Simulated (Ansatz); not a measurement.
Consider the ligand exchange at the Si–O bond: `C[SiH2]O` + `C=C(O)F` → `C=C(F)O[SiH2]C` + H₂O.

Gas-phase electronic energies from Ansatz, PBE0-D4/def2-TZVP geometries. CBS: MP2 limit from def2 TZ/QZ plus the TZ coupled-cluster correction, frozen cores. This one scheme is used for every species. Functionals use def2-TZVPP. Each species was taken in one conformer, which may not be the lowest.

`C[SiH2]O`:

Z-matrix (Å, degrees):
```
C
Si 1 1.863
H 1 1.093 2 111.0
H 1 1.094 2 110.2 3 119.8
H 1 1.093 2 111.5 3 -120.7
O 2 1.652 1 112.6 3 57.7
H 2 1.492 1 108.9 3 -179.5
H 2 1.483 1 110.6 3 -59.4
H 6 0.957 2 117.7 1 68.6
```

`C=C(O)F`:

Cartesian coordinates in Å:
```
C 0.976 0.420 0.066
C -0.279 0.019 -0.003
O -0.701 -1.238 -0.151
F -1.304 0.876 0.073
H 1.197 1.469 0.189
H 1.773 -0.304 0.000
H -1.663 -1.243 -0.175
```

`C=C(F)O[SiH2]C`:

Cartesian coordinates in Å:
```
C 1.858 1.893 0.755
C 0.947 1.137 0.167
F 1.099 0.738 -1.109
O -0.173 0.685 0.701
Si -1.358 -0.243 -0.041
C -0.728 -1.930 -0.487
H 1.713 2.202 1.778
H 2.738 2.196 0.210
H -2.410 -0.308 1.000
H -1.869 0.477 -1.234
H -0.322 -2.440 0.390
H 0.052 -1.869 -1.247
H -1.546 -2.538 -0.883
```

H₂O:

```xyz
3

O    -0.227    0.019    0.315
H     0.141    0.751   -0.185
H     0.086   -0.770   -0.131
```

**Question.** Is it downhill or uphill in electronic energy at CCSD(T)/CBS, and by how much? (Best estimate.)

**Answer.** The calculation gave: Downhill: ΔE = -6.9 kJ/mol.

**Question.** What do these levels give: PBE, MP2/def2-TZVPP, SCS-MP2/def2-TZVPP, CCSD/def2-TZVPP, MP2/def2-QZVPP, HF/CBS(def2)? (An estimate is asked.)

**Answer.** Ansatz gave: PBE 2.7, MP2/def2-TZVPP -6.4, SCS-MP2/def2-TZVPP -4.8, CCSD/def2-TZVPP -4.5, MP2/def2-QZVPP -7.2, HF/CBS(def2) 1.1 kJ/mol.

Largest T1 diagnostic among the species: 0.012.

In def2-TZVPP, CCSD(T) changes the Hartree–Fock value by −7.0 kJ/mol (the triples alone add −1.1 kJ/mol) and MP2 by −7.8 kJ/mol. The D4 term adds −7.6 kJ/mol with B3LYP and −4.5 kJ/mol with PBE0; it sums over pairs of atoms, weighted by their polarisabilities, and B3LYP, whose exchange is more repulsive, gets the larger term.

B3LYP here is the variant with VWN-RPA as its local correlation; programs differ in this.
